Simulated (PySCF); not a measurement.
## Checking a proposed structure

A compound C6H16N2Si gives the data below (simulated from a calculation) and was assigned the structure `C=N[Si@H](C(C)C)N(C)C`.

$^{13}$C{$^{1}$H} NMR (computed): δ 183.5 (CH), 39.4 (CH3, 2C), 30.3 (CH3), -1.4 (CH3, 2C).

$^{1}$H NMR (300 MHz, computed): δ 8.94 (q, 1H), 2.46 (s, 6H), 2.15 (d, 3H), 0.10 (s, 6H).

Relativity neglected, fast rotation and ring inversion assumed for equivalent nuclei, one computed conformer, gas phase. Structure optimised with GFN2-xTB; σ from GIAO-PBE0/pcSseg-1; PySCF.

Scale: $^{1}$H (σref 31.72) and $^{13}$C (σref 186.93) against TMS (reference shieldings calculated alike).

Question: Compare with the shifts computed for the proposed structure, pairing carbons in order of shift.

Answer: Mapped SMILES: `[CH2:1]=[N:2][Si@H:3]([CH:4]([CH3:5])[CH3:6])[N:7]([CH3:8])[CH3:9]`. Each H is labelled by its parent atom.

```
atom  computed for proposal  given list  difference
  C1                  171.6       183.5       -11.9
  C8                   39.6        39.4        +0.2
  C9                   39.6        39.4        +0.2
  C6                   19.6        30.3       -10.7
  C5                   18.4        -1.4       +19.8
  C4                   15.9        -1.4       +17.3
```

The rms difference is 12.6 ppm and the largest +19.8 ppm at C5 (methyl carbon). The proposal also would give 5 carbon signals, not 4. The carbon types in order of shift don't match either: CH2, CH3, CH3, CH3, CH3, CH for the proposal against CH, CH3, CH3, CH3, CH3, CH3 in the data. The proposal doesn't fit.

Question: Which isomer fits?

Answer: SMILES C/C=N\[Si](C)(C)N(C)C.

- Carbon types of the structure: 1 × CH, 5 × CH3, which accounts for all hydrogens.
- δC 183.5: C=N carbon.
- δC 39.4: methyl carbon bonded to N; pulled downfield by the heteroatom.
- δH 8.94: hydrogen on a C=N carbon.
- δH 2.46: hydrogen on a methyl carbon bonded to N; its carbon carries N, which withdraws density.

Other isomers checked: CN(C)C/C=N\[SiH](C)C (rms 14.6 ppm).

The data come from this structure; uniqueness wasn't tested.

Shifts are as computed. Against solution values, carbons near 30 ppm lie about +3 ppm off and those near 130 ppm about +5 ppm. Of 1309 compounds with measured shifts, 239 miss one by over three times the rms of a fit or turn the order of signals round; such compounds aren't used in these exercises. No couplings were computed; multiplicities are counted from neighbouring protons, with m where these are inequivalent, close in shift, in a saturated or five-membered ring or joined by F or P, and br s for small geminal =CH2 splittings.
